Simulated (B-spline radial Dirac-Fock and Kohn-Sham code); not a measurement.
## Lu²⁰⁺: M5-N45N45 lines in intermediate coupling

System: lutetium as Lu²⁰⁺ in the configuration [Kr] 4d10 4f5.

These are calculated numbers from a radial atomic solver; the model is Dirac-Fock ΔSCF + Breit + QED. The two-hole levels come from diagonalising the Coulomb interaction among the jj configurations; intensities are independent-particle Coulomb rates. Kinetic energies are from the vacuum level. Correlation energy is missing from these numbers. Open outer shells are spectators and are not coupled to the holes.

```
kinetic energy (eV)  J  leading jj holes (weight)  leading LS term (weight)  intensity (%)
              647.1  0                N4N4 (0.94)                ¹S0 (0.64)            0.8
              656.3  2                N4N4 (0.97)                ³F2 (0.50)            1.0
              664.3  4                N4N5 (0.97)                ¹G4 (0.91)           22.2
              665.1  1                N4N5 (1.00)                ³P1 (1.00)            6.2
              666.7  2                N4N5 (0.96)                ³P2 (0.51)            9.4
              669.9  3                N4N5 (1.00)                ³F3 (1.00)           10.2
              671.4  0                N5N5 (0.94)                ³P0 (0.64)            5.1
              677.6  2                N5N5 (0.99)                ¹D2 (0.50)           19.0
              680.8  4                N5N5 (0.97)                ³F4 (0.91)           26.2
```

The strongest line, by its leading LS label ³F4, lies at 680.8 eV. The mean weight of the leading component is 0.97 in jj and 0.74 in LS coupling, so jj labels describe these levels better.
